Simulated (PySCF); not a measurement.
Job file and geometry (Å, from GFN2-xTB) of an NMR shielding run on SMILES CC(C)/C([SiH3])=C/S[SiH2]Cl, C5H13ClSSi2, GIAO PBE0/pcSseg-1 NMR shielding, non-relativistic, gas phase in PySCF 2.14.0, density-fitted response routines; density fitting, a coarse starting grid and PySCF grid level 2 are the driver's defaults:

```
$ OMP_NUM_THREADS=1 python probes_run.py task.json out

{"job": {"kind": "nmr", "xc": "PBE0", "basis": "pcSseg-1"}, "charge": 0, "multiplicity": 1}
C     -2.149553    -1.479753    -0.298096
C     -1.046771    -0.879066     0.572728
C     -1.635275    -0.200591     1.809101
C     -0.217947     0.098648    -0.220496
Si    -0.977292     1.632811    -1.022438
C      1.083354    -0.131057    -0.359623
S      2.149395     0.911613    -1.304474
Si     4.037387     0.420556    -0.400706
Cl     5.450396     1.464078    -1.354966
H     -2.846146    -0.709660    -0.618404
H     -1.720229    -1.945118    -1.182558
H     -2.700274    -2.235433     0.258577
H     -0.394156    -1.695709     0.909889
H     -0.840596     0.204319     2.432125
H     -2.294838     0.613342     1.520436
H     -2.204817    -0.917661     2.396822
H     -0.854825     1.524127    -2.475527
H     -0.285497     2.816326    -0.511860
H     -2.396850     1.734427    -0.670601
H      1.581440    -0.988453     0.074190
H      4.261086    -1.010493    -0.562105
H      3.991597     0.792134     1.007138
```

Question: What does the program print?

Answer: 
```
coarse grid: 19992 points
cycle   1  E = -1634.7949108553  dE =  8.251e-01  |g| = 4.733e-01  |ddm| = 4.267e+00
cycle   2  E = -1634.7590264206  dE =  3.588e-02  |g| = 5.995e-01  |ddm| = 1.180e+00
cycle   3  E = -1634.8535930218  dE = -9.457e-02  |g| = 1.189e-01  |ddm| = 7.722e-01
cycle   4  E = -1634.8569075890  dE = -3.315e-03  |g| = 4.237e-02  |ddm| = 1.586e-01
cycle   5  E = -1634.8573319584  dE = -4.244e-04  |g| = 9.261e-03  |ddm| = 4.348e-02
cycle   6  E = -1634.8573532765  dE = -2.132e-05  |g| = 3.303e-03  |ddm| = 1.612e-02
cycle   7  E = -1634.8573559264  dE = -2.650e-06  |g| = 8.956e-04  |ddm| = 4.547e-03
final grid: 173224 points
cycle   8  E = -1634.9124640220  dE = -4.833e-05  |g| = 9.106e-03  |ddm| = 3.977e-02
cycle   9  E = -1634.9124493542  dE =  1.467e-05  |g| = 1.139e-02  |ddm| = 2.050e-02
cycle  10  E = -1634.9124833176  dE = -3.396e-05  |g| = 1.864e-03  |ddm| = 1.422e-02
cycle  11  E = -1634.9124841710  dE = -8.535e-07  |g| = 4.832e-04  |ddm| = 2.302e-03
cycle  12  E = -1634.9124842246  dE = -5.356e-08  |g| = 1.284e-04  |ddm| = 5.702e-04
cycle  13  E = -1634.9124842287  dE = -4.076e-09  |g| = 3.987e-05  |ddm| = 1.970e-04
cycle  14  E = -1634.9124842291  dE = -3.838e-10  |g| = 8.839e-06  |ddm| = 5.030e-05
converged SCF energy = -1634.9124842291

GIAO shielding tensors (ppm)
atom      isotropic    diamagn.    paramagn.     s11        s22        s33       span
  0 C      162.256     248.422     -86.166    146.590    155.184    184.995     38.405
  1 C      141.347     243.500    -102.153    128.641    135.013    160.386     31.745
  2 C      162.262     248.785     -86.523    144.939    156.892    184.955     40.016
  3 C       33.965     262.501    -228.536    -74.154     24.736    151.312    225.466
  4 Si     441.755     882.440    -440.684    426.350    434.581    464.335     37.984
  5 C       55.349     261.765    -206.416    -48.918     80.480    134.484    183.402
  6 S      581.226    1059.855    -478.629    392.131    536.247    815.301    423.170
  7 Si     354.935     877.670    -522.736    320.249    343.041    401.514     81.265
  8 Cl     998.762    1146.103    -147.340    947.583    992.461   1056.243    108.660
  9 H       30.550      31.296      -0.746     26.499     30.475     34.675      8.177
 10 H       30.679      30.977      -0.298     26.468     29.056     36.513     10.046
 11 H       30.577      29.848       0.730     26.418     27.590     37.724     11.306
 12 H       29.322      34.369      -5.048     26.511     28.541     32.913      6.402
 13 H       30.755      31.672      -0.917     26.460     29.254     36.551     10.091
 14 H       30.497      31.777      -1.280     26.477     30.457     34.556      8.079
 15 H       30.619      30.269       0.350     26.515     27.659     37.684     11.170
 16 H       27.572      30.000      -2.429     23.963     26.112     32.640      8.677
 17 H       27.446      30.148      -2.703     23.758     26.682     31.897      8.138
 18 H       27.542      30.874      -3.332     23.513     27.632     31.482      7.969
 19 H       25.435      37.497     -12.061     21.163     24.635     30.509      9.346
 20 H       25.905      28.670      -2.765     21.447     25.299     30.971      9.523
 21 H       26.030      29.013      -2.982     21.389     25.669     31.033      9.644
```

Question: Turn these shieldings into chemical shifts. Chemical shifts δ = σref − σ; TMS for 13C (186.93 ppm), 29Si (349.16 ppm), 1H (31.72 ppm); 33S (503.73 ppm) vs CS2; HCl for 35Cl (949.78 ppm), all at this level.

Answer: Averaging equivalent atoms: C 3: 153.0; C 5: 131.6; C 1: 45.6; C 0/2: 24.7; Si 7: -5.8; Si 4: -92.6; S 6: -77; Cl 8: -49; H 19: 6.28; H 20/21: 5.75; H 16/17/18: 4.20; H 12: 2.40; H 9/10/11/13/14/15: 1.10 ppm. 

Size and cost of the density-fitted run: 246 basis functions, 110 s wall time on 1 thread of an Arm Neoverse N1, shared host; peak memory 1.2 GiB.
